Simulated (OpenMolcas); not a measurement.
Mg+: CASPT2 settings compared

| Item | Value |
| --- | --- |
| Program | OpenMolcas |
| Basis | ANO-RCC-VTZP [5s4p2d1f] |
| Scalar Hamiltonian | X2C, point nucleus |
| Active space | 1 electron in 4 orbitals (3s 3p) |
| State averaging | 2S+1 = 2 even, 1 root; 2S+1 = 2 odd, 3 roots |
| Spin-orbit coupling | RASSI with atomic mean-field integrals over the reference wave functions, term energies averaged over their components |

Methods on the same reference wave functions:
A. CASSCF
B. SS-CASPT2, IPEA 0.6 Eh, sigma2 regulariser 0.2 Eh (closed shells correlated: 2s 2p)
C. SS-CASPT2, IPEA 0 Eh, sigma2 regulariser 0.15 Eh (closed shells correlated: 2s 2p)

Energies in cm⁻¹ above 3s ²S_1/2, the measured ground level; measured values from NIST Handbook of Basic Atomic Spectroscopic Data.

| Level | A | B | C | Measured |
| --- | --- | --- | --- | --- |
| 3s ²S_1/2 | 0.0 | 0.0 | 0.0 | 0.0 |
| 3p ²P°_1/2 | 34620 | 35316 | 35348 | 35669 |
| 3p ²P°_3/2 | 34690 | 35385 | 35418 | 35761 |

Deviations, from unrounded energies. A percentage is the sum of absolute deviations over the sum of measured energies, with the sign that they share, or ± where signs differ.

```
           Against measurement  Levels     A     B     C
mean absolute deviation (cm-1)       2  1100   360   330
      other configurations (%)       2  -3.0  -1.0  -0.9
```

C lies closest to measurement on these levels and A furthest from it. The largest miss of C in the table is 3p ²P°_3/2, by -340 cm-1. The ranking rests on the paired levels alone, and a cruder setting can come out closer through cancelling errors.

Between B and C the level of the table that moves most is 3p ²P°_1/2, by 32 cm-1 (lowest in B, highest in C).

The lowest spin-free term lies below A's lowest term by 0.237 hartree in B, 0.237 hartree in C.

ANO sets are built for ground and valence states and can reach diffuse excited orbitals poorly. With one active electron the reference holds no correlation, so core polarisation is missing (holds for A). With one active electron, CASPT2 adds the correlation within the correlated inactive shells and between them and that electron, and leaves the splitting within a term as the reference gives it (holds for B; C). Measured partners are found by configuration, term and J. A level has none where our copy of the source lacks it or the pairing is in doubt (some pairs that miss far off the trend of their configuration count as doubtful), and it then counts in no deviation. Levels of configurations outside the active space are missing.

° marks odd parity.
